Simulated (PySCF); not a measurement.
Deuteron quadrupole couplings in `CC(=S)[C@H]1C=C(C)C1`

Compound: C7H10S.
Z-matrix (Å and degrees, GFN2-xTB geometry), rows numbered from 1:
```
C 
C   1  1.4881
S   2  1.6267  1  121.53
C   2  1.4858  1  117.47  3  -179.92
C   4  1.5114  2  117.13  1   -27.40
C   5  1.3328  4   94.85  2   114.62
C   6  1.4843  5  135.90  4  -179.68
C   6  1.5070  5   94.10  4     0.38
H   1  1.0869  2  110.82  3    11.23
H   1  1.0895  2  110.86  3   133.74
H   1  1.0913  2  109.15  3  -108.45
H   4  1.0914  2  110.07  1  -161.95
H   5  1.0744  4  130.32  2   -65.16
H   7  1.0902  6  110.42  5    64.99
H   7  1.0892  6  110.67  5   -54.10
H   7  1.0874  6  110.44  5  -174.81
H   8  1.0883  4  113.64  2   126.65
H   8  1.0886  4  115.00  2    -0.33
```

Level: PBE0/pcSseg-1 (PySCF, non-relativistic); Q(2H) = 0.00286 b; rigid geometry, the same for H and D, with no vibrational averaging.

Task: Rank these positions by the coupling χzz of a deuteron there, largest first.
A. H12 (methine hydrogen)
B. H13 (vinylic hydrogen)
C. H16 (methyl hydrogen)

Result: B (231 kHz), C (211 kHz), A (202 kHz).

Task: Tabulate Vzz, the asymmetry η and χzz = 234.96 MHz × Q × Vzz for every hydrogen position.

Result: 
```tsv
atom	bonded to	bond length (Å)	Vzz (au)	η	χzz (kHz)
H9	C1	1.087	0.3103	0.02	209
H10	C1	1.089	0.3112	0.04	209
H11	C1	1.091	0.3087	0.03	207
H12	C4	1.091	0.3004	0.03	202
H13	C5	1.074	0.3443	0.04	231
H14	C7	1.090	0.3109	0.01	209
H15	C7	1.089	0.3123	0.01	210
H16	C7	1.087	0.3134	0.03	211
H17	C8	1.088	0.3136	0.01	211
H18	C8	1.089	0.3125	0.02	210
```

Task: How does χzz go with the bond length over the 10 C–H bonds?

Result: A straight-line fit has a slope of -15.0 kHz for each 0.01 Å, with a correlation coefficient of -0.97, over lengths from 1.074 to 1.091 Å. The longer bonds have the smaller couplings here.

Task: Give the 2H NMR doublet splittings at H13 for a magnetic field along the z, y and x axes of the gradient: 3χ/2, 3χ(1 + η)/4, 3χ(1 − η)/4.

Result: With |χ| = 231.4 kHz and η = 0.044: 347, 181 and 166 kHz, to first order and without motion.

Isolated species at its GFN2-xTB geometry (one conformer only). GFN2-xTB bond lengths can be off by several hundredths of an ångström, more for odd bonds, and the gradients follow them. The small basis limits the accuracy of the gradients.
